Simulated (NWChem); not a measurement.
System: C₂H₇S cation; SMILES CC[SH2+]

```xyz
10

C      0.3650    -1.6850     0.0000
C     -0.6639    -0.5756     0.0000
S      0.0286     1.1522     0.0000
H      1.0050    -1.6685    -0.9046
H      1.0050    -1.6685     0.9046
H     -0.1821    -2.6503     0.0000
H     -1.3209    -0.5631    -0.8950
H     -1.3209    -0.5631     0.8950
H      0.9640     1.0212     0.9973
H      0.9640     1.0212    -0.9973
```
Atoms are numbered in this order, from 1.

Computed with NWChem. Structure relaxed at the PBE-D3(BJ)/def2-SVP level. Level: PBE0/def2-SVP with SMD (1 M gas to 1 M solution), gas-phase geometry. Reactions with the solvent are ignored.

Task: Among these, which solvent gives the highest value of “solvation free energy (kcal/mol)”?
A) 1,4-dioxane
B) water
C) 1-octanol
D) cyclohexanone

Result: A, 1,4-dioxane. Values: cyclohexanone -59.5; water -59.5; 1-octanol -57.3; 1,4-dioxane -34.9
